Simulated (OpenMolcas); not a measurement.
V2+ among 8 point charges of -1 e arranged as a cube (Oh), 1.78 Å from the ion.

```
Program             : OpenMolcas
Method              : SS-CASPT2, IPEA 0.25 Eh, imaginary shift 0.1 Eh (closed shells correlated: 3s 3p)
Basis               : ANO-RCC-VDZP [5s4p2d1f]
Scalar Hamiltonian  : DKH2, point nucleus
Active space        : 3 electrons in 5 orbitals (3d)
State averaging     : 2S+1 = 4 even, 10 roots; 2S+1 = 2 even, 40 roots
Spin-orbit coupling : RASSI with atomic mean-field integrals over the reference wave functions
```

(1) What is the spin-free ground state (labels of O, the rotations of Oh)?

(2) Where is the first state of the same spin?

(3) What are the lowest two levels with spin-orbit coupling?

(4) What is χT at 300 K, and how does it compare with the textbook value?

Answers

(1) 4T1, 3-fold in its orbital part, 98 % from free-ion F terms; it has the highest spin that d3 allows.

(2) 4T2 at 7240 cm-1 above the ground state.

(3) A 4-fold level Γ8, then a 2-fold level Γ7 12 cm-1 above it. Their leading multiplicities are 4 (100 %) and 4 (100 %).

(4) The lowest level has 2S+1 = 4, for which the spin-only value is χT = S(S+1) / 2 = 1.875 cm3 K/mol (g = 2). The computed 1.679 at 300 K differs by -0.196, through orbital momentum, spin-orbit coupling and any other state in reach. With a threefold ground state the orbital momentum is unquenched, so the spin-only value is not expected to hold.

Roots that are degenerate in the reference are averaged as groups; the widest CASPT2 spread within a group is 560 cm-1 (the 3-fold group of multiplicity 4 near 7240 cm-1 above the lowest state of its run). Shifts and gaps below about the spread of the groups concerned are not significant. An orbital triplet at a regular site is open to Jahn-Teller coupling, which can distort the site and quench the lowest spin-orbit gaps and is left out. Free-ion shares, where given, are those of the reference states; single-state CASPT2 does not remix them. Point charges carry no covalency, so the field is a model and not that of real ligands. No measured value stands beside these numbers.
